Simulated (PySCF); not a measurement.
Compound: C5H3F3O.
Cartesian coordinates in Å at the GFN2-xTB level; atoms count from 1:
```
atom  x, y, z in Å
O1     3.887    0.019    0.027
C2     2.879   -0.607    0.209
C3     1.552   -0.096    0.051
C4     0.459    0.386   -0.098
C5    -0.888    0.886   -0.254
C6    -1.908   -0.202    0.061
F7    -1.802   -0.653    1.316
F8    -1.789   -1.263   -0.746
F9    -3.162    0.253   -0.082
H10    2.886   -1.668    0.523
H11   -1.061    1.725    0.426
H12   -1.050    1.220   -1.283
```

A PySCF run (density fitting, gas phase, GFN2-xTB geometry) gave HOMO -7.90 eV, LUMO -2.21 eV, dipole 1.98 D.

Task: Which of these levels was it?
A. B97-2/pcSseg-1
B. PBE0/Sadlej pVTZ
C. PBE0/pcSseg-1
D. PBE0/def2-SVPD

Result: A. It is B97-2/pcSseg-1. All candidates on this geometry:

| level and settings | kind | basis functions | SCF cycles | E (Eh) | HOMO (eV) | LUMO (eV) | dipole (D) |
| --- | --- | --- | --- | --- | --- | --- | --- |
| B97-2/pcSseg-1, grid level 1 | global hybrid | 168 | 11 | -566.7850 | -7.90 | -2.21 | 1.98 |
| PBE0/Sadlej pVTZ | global hybrid | 243 | 16 | -566.5925 | -8.22 | -2.24 | 2.01 |
| PBE0/def2-SVPD | global hybrid | 216 | 16 | -566.0384 | -8.28 | -2.28 | 2.01 |
| PBE0/pcSseg-1 | global hybrid | 168 | 16 | -566.3814 | -8.20 | -2.15 | 1.98 |

The nearest other candidate, by the summed differences of HOMO and LUMO, is PBE0/Sadlej pVTZ: its HOMO differs by -0.32 eV and its LUMO by -0.03 eV. Cycle counts include a coarse-grid stage where the run had one.
